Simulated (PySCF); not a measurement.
B3LYP has the VWN-RPA correlation part, as in Gaussian. Delta-SCF ions had no search for a lower state. Excitations are Tamm–Dancoff values on a coarser integration grid. The basis has no diffuse functions, so Rydberg states are missing or too high.

Cartesian coordinates (Å):
```xyz
9

O     -0.6131    -0.5235     1.6428
Ge    -0.0660     0.0258     0.0388
S      0.2738     2.2306    -0.0446
S      1.7692    -1.2068    -0.1698
S     -1.6112    -0.2989    -1.5383
H     -1.3786    -0.0260     1.9520
H      1.3277     2.1646     0.7881
H      2.0101    -0.7556    -1.4128
H     -1.7120    -1.6101    -1.2564
```
Charge 0, spin multiplicity 1.

Q: Estimate the LUMO, dipole moment, total energy, S1 excitation (TDA) and vertical ionisation energy (Delta-SCF) that B3LYP-D3(BJ)/def2-TZVP (PySCF) returns for this input.

A: 
```yaml
LUMO: -1.51 eV
dipole_moment: 0.31 D
total_energy: -3349.5158 Ha
S1 excitation (TDA): 4.70 eV
vertical ionisation energy (Delta-SCF): 9.23 eV
```
